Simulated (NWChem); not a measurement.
Molecule: C₂H₈Si₂; SMILES [SiH3]/C=C/[SiH3]

```xyz
12

Si    -0.0379    -2.3211     0.0000
C      0.4413    -0.5077     0.0000
C     -0.4413     0.5077     0.0000
Si     0.0379     2.3211     0.0000
H     -1.5276    -2.4351     0.0000
H      0.5135    -3.0122    -1.2068
H      0.5135    -3.0122     1.2068
H      1.5150    -0.2658     0.0000
H     -1.5150     0.2658     0.0000
H     -0.5135     3.0122     1.2068
H     -0.5135     3.0122    -1.2068
H      1.5276     2.4351     0.0000
```
Atoms are numbered in this order, from 1.

Program: NWChem. Pople sets run with spherical d functions. Geometry: optimised at PBE0/def2-SVP. Total energies compare along this basis series because the functional is fixed.

```csv
level,basis functions,energy (Ha),highest occupied level (eV),orbital gap (eV)
PBE0/STO-3G,36,-651.9889,-5.49,8.82
PBE0/3-21G,60,-656.0989,-7.87,7.37
PBE0/6-31G*,80,-659.5785,-7.85,7.17
PBE0/6-31+G*,96,-659.5834,-7.99,7.07
PBE0/6-311G**,136,-659.6513,-7.99,7.09
PBE0/6-311++G**,160,-659.6524,-8.01,7.02
```
